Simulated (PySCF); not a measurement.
C₂H₃O₂, SMILES O=CO[CH2], doublet (B3LYP/def2-SVP optimised geometry):

```
7

C     -1.090     0.726     0.000
O      0.246     0.472     0.000
C      0.678    -0.816     0.000
O     -0.031    -1.782     0.000
H     -1.785    -0.112     0.002
H     -1.347     1.782     0.000
H      1.785    -0.816     0.000
```

Method: unrestricted B3LYP/def2-TZVP (PySCF 2.14.0).

Problem. What are the frontier orbital energies (α orbitals alone; a β orbital can be the lowest empty one) and the dipole moment?

Solution. HOMO-2 -10.39 eV, HOMO-1 -8.45 eV, HOMO -5.84 eV, LUMO -0.55 eV, LUMO+1 1.70 eV; dipole moment 1.76 D.

On the same geometry unrestricted PBE/def2-TZVP run with PySCF gives HOMO-2 -9.10 eV, HOMO-1 -6.99 eV, HOMO -4.83 eV, LUMO -1.34 eV, LUMO+1 1.16 eV; dipole moment 1.75 D.

Meta-Löwdin charges at B3LYP/def2-TZVP: C1 -0.10, O2 -0.27, C3 0.41, O4 -0.42, H5 0.14, H6 0.14, H7 0.11.
